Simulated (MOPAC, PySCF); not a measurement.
[Zr(NH2)3(H)], neutral singlet in the gas phase. 

Cartesian coordinates (Å):
```xyz
11

Zr    -0.3100    -0.2022    -0.1772
N     -0.9127    -2.0481     0.4491
H     -0.3246    -2.8933     0.4528
H     -1.8044    -2.2945     0.8994
N      1.1648    -0.2044    -1.5871
H      1.4485     0.6100    -2.1496
H      1.8140    -0.9709    -1.8102
N     -1.8130     1.1410    -0.4946
H     -1.7831     1.9854    -1.0818
H     -2.7218     1.1375    -0.0106
H      0.5605     0.4966     1.3440
```
Charge 0, multiplicity 1.

All levels are single points at this geometry (BP86-D3(BJ)/def2-SVP); Pople sets use spherical d functions. Orbital energies aren't observables, and empty levels follow the basis.

```tsv
level	HOMO (eV)	LUMO (eV)	gap (eV)	dipole (D)	vertical IE, Delta-SCF (eV)
B3LYP-D3(BJ)/def2-TZVP in PySCF	-6.84	-0.38	6.46	2.32	–
PBE-D3(BJ)/def2-TZVP in PySCF	-5.70	-0.92	4.78	2.38	–
TPSSh-D3(BJ)/def2-TZVP in PySCF	-6.39	-0.42	5.97	2.41	–
B3LYP/6-311+G** (LANL2DZ on Zr) in PySCF	-6.89	-0.59	6.30	2.30	–
B3LYP/6-31G* (LANL2DZ on Zr) in PySCF	-6.63	-0.18	6.44	2.69	8.69
B3LYP/LANL2DZ in PySCF	-6.65	-0.16	6.49	2.54	–
BP86/6-31G* (LANL2DZ on Zr) in PySCF	-5.60	-0.94	4.67	2.76	–
M06-2X/6-31G* (LANL2DZ on Zr) in PySCF	-8.09	0.39	8.48	2.55	–
PBE/6-31G* (LANL2DZ on Zr) in PySCF	-5.50	-0.83	4.67	2.76	–
SVWN5/6-31G* (LANL2DZ on Zr) in PySCF	-5.56	-0.96	4.60	2.78	–
HF/6-31G* (LANL2DZ on Zr) in PySCF	-10.19	1.78	11.96	2.63	8.48
PM6 in MOPAC	-8.12	0.92	9.03	2.82	–
PM7 in MOPAC	-7.28	3.66	10.94	0.79	–
```
